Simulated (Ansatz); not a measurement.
Spectroscopic constants of GaF, closed-shell singlet (the spin of the measured ground state). No spin–orbit coupling. Ga is treated without relativity.

D_e counts from the fitted minimum to each atom's lowest state at the same level, without counterpoise. The singlet is restricted.

Correlated levels freeze the inner cores; with def2 sets outer-core shells near the valence are correlated too. CBS: X⁻³ extrapolation of the correlation energy, Hartree–Fock from the larger set.

The values were computed with Ansatz (Gaussian orbitals). 

**Question.** Estimate the bond energy D_e that CCSD/def2-QZVPP returns for this input.

**Answer.** 576 kJ/mol

**Question.** What bond energy D_e does B97M-V/def2-TZVPP give?

**Answer.** 590 kJ/mol

**Question.** Predict the bond energy D_e from CCSD(T)/CBS(def2-TZVPP, def2-QZVPP).

**Answer.** 601 kJ/mol

Ansatz is a quantum-chemistry and plane-wave program.
